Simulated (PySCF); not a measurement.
# Radial density of Be⁺ (beryllium, charge +1)

UHF, [He] 2p1, 2P determinant (an excited configuration). All numbers are calculated (PySCF 2.14, the non-relativistic Hamiltonian (point nucleus), in aug-cc-pVDZ (4s3p2d, 23 functions)).

```json
{"r (bohr)": "0.00835", "4πr²ρ (e/bohr)": "0.02801", "4πr²(ρα − ρβ)": "0.0000"}
{"r (bohr)": "0.0141", "4πr²ρ (e/bohr)": "0.07607", "4πr²(ρα − ρβ)": "-0.0001"}
{"r (bohr)": "0.0236", "4πr²ρ (e/bohr)": "0.1987", "4πr²(ρα − ρβ)": "-0.0002"}
{"r (bohr)": "0.0398", "4πr²ρ (e/bohr)": "0.4955", "4πr²(ρα − ρβ)": "-0.0004"}
{"r (bohr)": "0.0669", "4πr²ρ (e/bohr)": "1.130", "4πr²(ρα − ρβ)": "-0.0010"}
{"r (bohr)": "0.112", "4πr²ρ (e/bohr)": "2.242", "4πr²(ρα − ρβ)": "-0.0018"}
{"r (bohr)": "0.189", "4πr²ρ (e/bohr)": "3.513", "4πr²(ρα − ρβ)": "-0.0014"}
{"r (bohr)": "0.318", "4πr²ρ (e/bohr)": "3.778", "4πr²(ρα − ρβ)": "0.0081"}
{"r (bohr)": "0.535", "4πr²ρ (e/bohr)": "2.246", "4πr²(ρα − ρβ)": "0.0522"}
{"r (bohr)": "0.900", "4πr²ρ (e/bohr)": "0.6392", "4πr²(ρα − ρβ)": "0.1689"}
{"r (bohr)": "1.51", "4πr²ρ (e/bohr)": "0.3871", "4πr²(ρα − ρβ)": "0.3678"}
{"r (bohr)": "2.55", "4πr²ρ (e/bohr)": "0.3434", "4πr²(ρα − ρβ)": "0.3433"}
{"r (bohr)": "4.28", "4πr²ρ (e/bohr)": "0.06654", "4πr²(ρα − ρβ)": "0.0665"}
{"r (bohr)": "7.21", "4πr²ρ (e/bohr)": "0.002196", "4πr²(ρα − ρβ)": "0.0022"}
```
